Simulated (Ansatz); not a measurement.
Relaxation of CHFSSe (5 atoms, charge 0, multiplicity 1), to a largest force component of 0.015 eV/Å in at most 40 steps.

Theory: Ansatz 0.2.0, RKS revPBE/def2-SVP.

```xyz
5
Properties=species:S:1:pos:R:3:forces:R:3
F -0.874 -0.930 1.003 1.07 0.46 -0.50
C -0.237 -0.356 -0.052 -4.00 -0.20 -2.53
S 1.472 0.032 0.115 -0.13 0.49 0.19
Se -1.536 -0.149 -1.663 2.90 -0.28 3.00
H 1.225 1.329 0.556 0.16 -0.48 -0.15
```

Q: Where does it end, and by what steps?

A: The run converged. After 11 steps the energy has fallen by 1.383 eV; H5 moved furthest, 0.87 Å.

```tsv
step	energy less start (eV)	largest force component (eV/Å)	accepted
0	0.0000	4.004	yes
1	-0.8895	1.540	yes
2	-0.8006	1.625	no
3	-0.9484	0.573	yes
4	-0.9934	0.685	yes
5	-1.0645	0.771	yes
6	-1.1146	0.812	yes
7	-1.2061	0.845	yes
8	-1.3468	0.328	yes
9	-1.3808	0.113	yes
10	-1.3822	0.074	yes
11	-1.3828	0.010	yes
```

```xyz
5
Properties=species:S:1:pos:R:3
F -0.801 -0.435 1.051
C -0.391 -0.203 -0.212
S 1.189 0.562 -0.294
Se -1.357 -0.634 -1.642
H 1.410 0.636 1.056
```

The run took 36 s on 1 thread of Intel(R) Xeon(R) Platinum 8259CL CPU @ 2.50GHz (Skylake/Cascade Lake) (shared host), peak memory 0.16 GiB.
